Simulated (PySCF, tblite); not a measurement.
Isomers of C2H6O3SSi, one GFN2-xTB conformer each. Single-point energies are computed at PBE0/pcSseg-1 (PySCF, gas phase, no added dispersion term), electronic only.

Question: Rank them by PBE0/pcSseg-1 energy, lowest first (kJ/mol).
A. `[CH3:1][Si@@:2]([OH:3])([SH:4])[C:5](=[O:6])[OH:7]` with C1–Si2–O3–H 177°, C1–Si2–S4–H 71°, C1–Si2–C5–O6 -41°, Si2–C5–O7–H 179°
B. `[CH2:1]=[CH:2][S:3](=[O:4])(=[O:5])[O:6][SiH3:7]` with C1–C2–S3–O4 11°, C2–S3–O6–Si7 177°

Answer: A (0.0), B (495.9).

As drawn, the lower has a C=O bond, an O–H bond and an S–H bond, which the higher lacks; the higher has an S=O bond and a C=C bond outside aromatic rings, which the lower lacks. GFN2-xTB itself gives, in the same order: 0.0, 61.7. Both levels put the same isomer lowest.

Q: Which frontier levels, dipoles and rotational constants go with these structures?

A: 
| SMILES | HOMO (eV, PBE0/pcSseg-1) | LUMO (eV) | dipole (D) | A, B, C (MHz) |
| --- | --- | --- | --- | --- |
| C[Si@@](O)(S)C(=O)O | -7.38 | -0.74 | 1.33 | 2004, 1335, 1235 |
| C=CS(=O)(=O)O[SiH3] | -8.74 | -1.25 | 3.16 | 3530, 1315, 1217 |

Q: What happens when harmonic zero-point energies from GFN2-xTB frequencies are added?

A: 
```
             SMILES  ZPE (kJ/mol)  electronic (kJ/mol)  with ZPE (kJ/mol)
C[Si@@](O)(S)C(=O)O         216.2                  0.0                0.0
C=CS(=O)(=O)O[SiH3]         206.5                495.9              486.2
```

The zero-point energies span 9.7 kJ/mol. The order is unchanged.
